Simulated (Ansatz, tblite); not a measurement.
Removing and adding an electron: `CCC(C)CC(C)CC(C)C`. Charge 0, multiplicity 1. Geometry: PBE-D4/def2-SVP. Ansatz, gas phase; energy differences of separate SCF runs; the oxidised species was run as a doublet alone; the reduced species was run as a doublet alone.

The xTB rows come from tblite. HOMO above LUMO, or a gap near zero within one spin, warns that the state may not be the lowest or that an electron is smeared out.

```csv
level,−HOMO (eV),vertical IE (eV),−LUMO (eV),vertical EA (eV),HOMO–LUMO gap (eV),IE − EA (eV),remarks
GFN1-xTB,12.30,14.46,3.84,1.85,8.46,12.61,–
GFN2-xTB,11.03,13.11,-0.96,-3.23,11.99,16.34,–
PBE-D4/def2-SVP,6.97,9.24,-0.71,-2.32,7.68,11.55,"HOMO above zero (-1 doublet), gap within one spin near zero (+1 doublet)"
PBE0-D4/def2-SVP,8.32,9.89,-1.56,-2.72,9.88,12.60,HOMO above zero (-1 doublet)
```

Relaxing the oxidised species (PBE-D4/def2-SVP) changes its energy by -0.34 eV at PBE-D4/def2-SVP, so the adiabatic ionisation energy to this nearest minimum is 8.89 eV. At PBE0-D4/def2-SVP it is 9.42 eV.     A HOMO above zero means that the electron is unbound at that level or that self-interaction error raises the level; the energy of removing that electron tells which. Raw xTB energy differences between charge states are shifted by several eV; the methods need an empirical correction for them. Sets without diffuse functions give affinities that are too small. A negative affinity means that the extra electron isn't bound; its size then hangs on the basis.
